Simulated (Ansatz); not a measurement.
CCl2, SMILES [C](Cl)Cl (connectivity only; charge and spin as stated), neutral, multiplicity 1.

Coordinates come from a PBE0-D3(BJ)/def2-TZVP optimisation. The isomer is the one that the SMILES or the coordinates give; other isomers of the formula were not compared.

Two levels are set side by side: PBE/def2-TZVPD (Ansatz, an electronic-structure program) and PBE0/def2-TZVPD (Ansatz). Energy differences of separate SCF runs at the same geometry; the states with an electron removed or added have multiplicity 2 and 2. Differences are taken from unrounded values.

```tsv
quantity	PBE0	PBE	PBE minus PBE0
vertical ionisation energy (eV)	9.87	9.68	-0.19
vertical electron affinity (eV)	1.33	1.18	-0.16
vertical singlet–triplet gap (eV)	0.93	1.11	0.18
```
